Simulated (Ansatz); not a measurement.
C2H5NSe can be A, `C/N=C/[SeH]`, or B, `C1NC[Se]1`.

Gas-phase electronic energies from Ansatz, PBE0-D4/def2-TZVP geometries. CCSD(T)/CBS adds triple-zeta CCSD(T) − MP2 to the extrapolated MP2 energy (def2 sets, frozen cores). Functionals use def2-TZVPP. B3LYP here is the variant with VWN-RPA as its local correlation; programs differ in this. For Se outer-core shells are correlated without core-valence functions, which leaves a few kJ/mol of doubt a bond. Scalar relativity is left out up to krypton. One conformer a species, not always the lowest.

Which is lower in electronic energy at CCSD(T)/CBS, and by how much? (An estimate is asked.)

Computed: A, by 7.2 kcal/mol.

Give E(B) − E(A) in kcal/mol with r2SCAN-D4, HF/def2-TZVPP, B3LYP, CCSD/def2-TZVPP, B3LYP-D4, MP2/def2-TZVPP, PBE-D4. (Estimate.)

Ansatz gave: r2SCAN-D4 10.6, HF/def2-TZVPP 11.3, B3LYP 12.5, CCSD/def2-TZVPP 7.7, B3LYP-D4 11.6, MP2/def2-TZVPP 6.5, PBE-D4 9.4. None reverses the order clearly.

Largest T1 diagnostic: 0.011.

In def2-TZVPP, CCSD(T) changes the Hartree–Fock value by −3.3 kcal/mol (the triples alone add +0.3 kcal/mol) and MP2 by −4.9 kcal/mol. The D4 term adds −0.9 kcal/mol with B3LYP and −0.4 kcal/mol with PBE0; it sums over pairs of atoms, weighted by their polarisabilities, and B3LYP, whose exchange is more repulsive, gets the larger term.
